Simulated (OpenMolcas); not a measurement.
Fe7+, Ru7+, Os7+: d down the group

| Item | Value |
| --- | --- |
| Program | OpenMolcas 26.06 |
| Method | SS-CASPT2, IPEA 0.25 Eh, imaginary shift 0.1 Eh |
| Basis | ANO-R2 |
| Scalar Hamiltonian | X2C, finite nucleus |
| Spin-orbit coupling | state interaction with AMFI integrals over the reference wave functions, term energies averaged over their components |

Active space for each ion: 1 electron in 10 orbitals (d d); closed shells correlated by CASPT2: Fe7+ 3s 3p; Ru7+ 4s 4p; Os7+ 5s 5p.

Computed levels in cm-1 above ²D_3/2:

```json
{"Level": "²D_5/2", "Fe7+": "1773", "Ru7+": "4200", "Os7+": "13690"}
{"Level": "weight of ²D in the lowest level (%)", "Fe7+": "100", "Ru7+": "100", "Os7+": "100"}
```

Measured, with the error of the calculation in %. Measured levels: Fe7+ from Corliss and Sugar, J. Phys. Chem. Ref. Data 11, 135 (1982).

| Level | Fe7+ |
| --- | --- |
| ²D_5/2 | 1836 (-3.5) |

The fine-structure level ²D_5/2 changes by a factor of 7.72 from Fe7+ to Os7+.

CASPT2 breaks the degeneracy within a term, and the mean is taken; among the terms shown or strongly mixed into the levels shown the widest spread is 12 cm-1 (3d ²D, Fe7+). With one active electron, CASPT2 adds the correlation within the correlated inactive shells and between them and that electron, and leaves the splitting within a term as the reference gives it. With one active electron outside closed inactive shells, the extra shells (4d) add no correlation to the reference (holds for Fe7+). With one active electron outside closed inactive shells, the extra shells (5d) add no correlation to the reference (holds for Ru7+). With one active electron outside closed inactive shells, the extra shells (6d) add no correlation to the reference (holds for Os7+). Computed and measured levels are paired by configuration, term and J; levels that our copy of the source lacks, or whose pairing is in doubt (as where it misses far off the trend of its configuration), stay unpaired and out of the deviations. Levels of configurations outside the active space are missing.
